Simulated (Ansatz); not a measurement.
A nudged elastic band was laid between two geometries of C₂H₆OSSi (11 atoms, charge 0, multiplicity 1).

Theory: RKS PBE0-D4/STO-3G (Ansatz).

```json
{
 "movable images": "7",
 "climbing image": "yes",
 "spring": "5.0 eV/Å²",
 "optimiser": "quadratic models (default)",
 "start path": "IDPP",
 "force threshold": "0.05 eV/Å",
 "iteration limit": "43",
 "end points": "relaxed"
}
```

Image 0:

```xyz
11
Properties=species:S:1:pos:R:3
C 0.194 -0.550 1.602
C 0.128 -0.583 0.073
S 0.362 -1.925 -0.809
Si -0.244 1.010 -0.881
O -0.218 0.499 -2.506
H 0.961 0.167 1.934
H 0.426 -1.535 2.028
H -0.767 -0.205 2.016
H 0.759 2.018 -0.594
H -1.531 1.549 -0.485
H -0.005 -0.503 -2.358
```

Image 8:

```xyz
11
Properties=species:S:1:pos:R:3
C -0.229 -0.897 1.271
C 0.770 -0.476 0.178
S 2.154 -1.270 -0.079
Si 0.216 1.051 -0.793
O -1.391 0.891 -1.372
H -0.319 -0.105 2.032
H 0.077 -1.825 1.772
H -1.233 -1.040 0.842
H 1.165 1.280 -1.865
H 0.182 2.199 0.085
H -1.328 0.137 -2.051
```

What changes between the two ends?

No bond is made or broken. The dihedral S3–C2–Si4–O5 goes from 0 to 130°.

Give the energies along the band, and the barrier.

The run converged. The highest image is number 5 of 0 to 8, 0.169 eV above the first end and 0.015 eV above the last; the last end lies 0.153 eV above the first. A vibrational analysis at the climbing image gives no mode beyond 40i cm⁻¹: the surface is too flat there to confirm a saddle point. Limits of this set-up: minimal basis.

```
image  path coordinate (Å)  energy (eV)  dihedral S3–C2–Si4–O5 (°)
    0                 0.00        0.000                          0
    1                 0.59        0.021                         14
    2                 1.18        0.087                         30
    3                 1.77        0.145                         46
    4                 2.36        0.164                         63
    5                 2.95        0.169                         78
    6                 3.59        0.165                         96
    7                 4.23        0.157                        113
    8                 4.88        0.153                        130
```

What is the geometry of the highest image?


```xyz
11
Properties=species:S:1:pos:R:3
C -0.095 -0.746 1.502
C 0.565 -0.558 0.125
S 1.591 -1.646 -0.494
Si 0.034 1.010 -0.795
O -1.160 0.661 -1.977
H 0.158 0.093 2.169
H 0.220 -1.681 1.983
H -1.192 -0.755 1.405
H 1.216 1.599 -1.397
H -0.581 1.955 0.106
H -0.691 0.012 -2.604
```

The band took 6 iterations and of the order of 4 core-minutes.

Time of the run: 4.2 min on 1 thread of Intel(R) Xeon(R) Processor @ 2.50GHz (Skylake/Cascade Lake), with other jobs on the host, peak memory 0.12 GiB.
